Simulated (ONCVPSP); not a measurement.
# Potentials for As compared

Generated with ld1.x 7.5 (TM, RRKJ, ultrasoft, PAW), atompaw 4.2 or ONCVPSP 4.0.1. The cutoff is in Ry: for ld1.x and atompaw files where the sum of valence levels is converged to 10 mRy in a Bessel basis, for ONCV files where the hardest occupied wave has 1 mHa per electron of residual kinetic energy. The error is the largest all-electron minus pseudo excitation energy over each file’s own four to seven test configurations (ionisations up to +4, promotions, holes and added fractions of an electron), all of which were solved. The labels leave out finer settings (local radius, basis sizes, second energies), which also bear on the numbers. Spin-polarised tests are not counted. The rows are a selection from randomly drawn settings: files with unsolved tests, undetermined cutoffs or missed reference levels are left out.

A true bound ghost makes a file unfit for plane-wave use even where its test errors are small: the radial tests pick states by their node count and pass the ghost by.

| potential | cutoff (Ry) | largest error (meV) | bound ghosts |
| --- | --- | --- | --- |
| ONCV, PBE, scalar-relativistic, rc 1.35/1.50/0.70 (spd), local smoothed, core correction no, reference 3d10 4s2 4p3, qcut 6.2/5.2/25.7, projectors 2/2/2 | 453 | -3.9 | s, p |
| ONCV, PBE, fully relativistic, rc 1.15/1.05/0.80 (spd), local smoothed, core correction no, reference 3s2 3p6 3d10 4s2 4p3, qcut 8.6/13.4/23.1, projectors 3/2/2 | 368 | +6.5 | none |
| ONCV, LDA (Perdew-Wang 92), fully relativistic, rc 0.90/1.15/0.70 (spd), local smoothed, core correction yes, reference 3s2 3p6 3d10 4s2 4p3, qcut 15.7/13.7/27.2, projectors 2/2/2 | 470 | +4.4 | none |
| ONCV, PBE, scalar-relativistic, rc 1.00/1.00/1.00 (spd), local smoothed, core correction yes, reference 3s2 3p6 3d10 4s2 4p3, qcut 13.6/10.9/13.5, projectors 2/3/2 | 172 | -1.6 | none |

Task: Fill in the row for As: ONCV, LDA (Perdew-Wang 92), fully relativistic, rc 1.65/1.70/0.80 (spd), local smoothed, core correction no, reference 3d10 4s2 4p1, qcut 4.1/4.7/19.4, projectors 3/2/2.

Result: cutoff 307 Ry, largest error +34 meV, bound ghosts: none.

Task: Fill in the row for As: ONCV, BLYP, scalar-relativistic, rc 1.10/0.90/0.90 (spd), local d, core correction yes, reference 3s2 3p6 3d10 4s2 4p3, qcut 11.6/12.1/18.7, projectors 2/2/0.

Result: cutoff 268 Ry, largest error -3.8 meV, bound ghosts: none.

Task: Fill in the row for As: ONCV, PBE, scalar-relativistic, rc 1.70/1.40/0.75 (spd), local smoothed, core correction yes, reference 3d10 4s1.75 4p3.25, qcut 3.5/6.7/22.7, projectors 1/2/2.

Result: cutoff 370 Ry, largest error -525 meV, bound ghosts: s, p.
